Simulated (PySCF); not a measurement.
Ga(F) cation (FGa), SMILES [Ga][F] (connectivity only; charge and spin as stated), charge +1, multiplicity 2. Atoms are numbered in the order given.

```xyz
2

Ga     0.0000     0.0000    -0.3839
F      0.0000     0.0000     1.3222
```
Charge +1, spin multiplicity 2.

Geometry: PBE0-D3(BJ)/def2-TZVPD. The multiplicity is an assumed one; other spin states were not compared.

Level of theory: PBE/def2-TZVPD in PySCF.

Mulliken values depend strongly on the basis, most of all with diffuse functions as here. ESP charges are fitted to the potential on shells at 1.4 to 2.0 van der Waals radii. Atomic charges (e):

```json
[
 {"atom": "Ga1", "Mulliken": "0.97", "meta-Löwdin": "1.28", "ESP fit": "1.20", "Mulliken spin": "0.79"},
 {"atom": "F2", "Mulliken": "0.03", "meta-Löwdin": "-0.28", "ESP fit": "-0.20", "Mulliken spin": "0.21"}
]
```
